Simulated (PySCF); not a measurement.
CH5GaO2. Atoms are numbered in the order given.

```xyz
9

Ga     0.0020    -0.0027     0.0033
C     -1.3699    -1.4031    -0.0534
H     -0.9708    -2.3148    -0.5399
H     -2.2379    -1.0364    -0.6335
H     -1.7025    -1.6700     0.9687
O     -0.2329     1.5331    -0.9095
H      0.5315     2.1264    -0.7875
O      1.5835    -0.0053     0.8871
H      1.7321    -0.8263     1.3899
```

Geometry: PBE-D3(BJ)/def2-SVP. One conformer was computed; it need not be the lowest.

Method: PySCF with PBE/pcSseg-1.

GIAO shieldings, no solvent; atoms listed in one row are averaged. δ = σ(ref) − σ: ¹³C against TMS (σ = 182.0 ppm); ¹H against TMS (σ = 31.49 ppm); ¹⁷O against H2O (σ = 334.3 ppm), references at their B3LYP-D3(BJ)/def2-TZVP geometries, non-relativistic.

Estimate the chemical shifts. (Estimate from the structure and the level; the computed values follow.)


```json
[
 {"nucleus": "¹³C", "atoms": "C2", "count": "1", "δ (ppm)": "-5.4"},
 {"nucleus": "¹H", "atoms": "H9", "count": "1", "δ (ppm)": "3.05"},
 {"nucleus": "¹H", "atoms": "H7", "count": "1", "δ (ppm)": "2.85"},
 {"nucleus": "¹H", "atoms": "H3, H4, H5", "count": "3", "δ (ppm)": "0.77"},
 {"nucleus": "¹⁷O", "atoms": "O8", "count": "1", "δ (ppm)": "103.1"},
 {"nucleus": "¹⁷O", "atoms": "O6", "count": "1", "δ (ppm)": "88.6"}
]
```
